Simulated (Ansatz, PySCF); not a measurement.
Complex: SiH4 (SMILES [SiH4]) (first 5 atoms) with C3H4 (SMILES C=C=C); geometry from B3LYP-D3(BJ)/def2-TZVP, rigid monomers moved along the line of their centres of mass till Si1···C6 is 4.14 Å.
(charge 0, multiplicity 1):
```xyz
12

Si    -0.18064    -0.03077     0.10956
H     -0.64127    -1.42513     0.28734
H     -1.04139     0.88637     0.88806
H     -0.26708     0.32865    -1.32622
H      1.22299     0.09719     0.55753
C      0.14271    -1.25299     4.05331
C      0.17731     0.02767     4.27577
C      0.20990     1.30977     4.48505
H      1.02585    -1.79159     3.72943
H     -0.76969    -1.82317     4.18386
H      0.45138     1.71648     5.46016
H     -0.00445     2.01198     3.68759
```

Counterpoise-corrected where a basis set is named; no monomer relaxation. Rows marked so take none.

Frozen-core correlation. Rows in 6-31G* carry no dispersion term and start afresh at each structure (6-31G* with six Cartesian d functions).

Codes used: Ansatz (Gaussian basis) for Hartree–Fock, density functionals and correlated methods; PySCF for 6-31G* rows, the dispersion terms. 

```
level                        interaction energy (meV)
---------------------------  ------------------------
HF/6-31G* (no counterpoise)                     -26.4
PBE-D3(BJ)/def2-TZVPPD                          -66.2
r2SCAN/def2-TZVPPD                              -35.3
B3LYP-D4/def2-TZVPPD                            -57.3
PBE0/def2-TZVPPD                                -21.4
PBE0-D4/def2-TZVPPD                             -63.3
wB97M-V/def2-TZVPPD                             -53.0
SCS-MP2/aug-cc-pV(D+d)Z                             ?
CCSD(T)/aug-cc-pV(D+d)Z                             ?
```

Task: Some entries are withheld; supply them.

Result: 
- SCS-MP2/aug-cc-pV(D+d)Z, interaction energy (meV): -39.7
- CCSD(T)/aug-cc-pV(D+d)Z, interaction energy (meV): -49.2

Ansatz is a quantum-chemistry and plane-wave program.
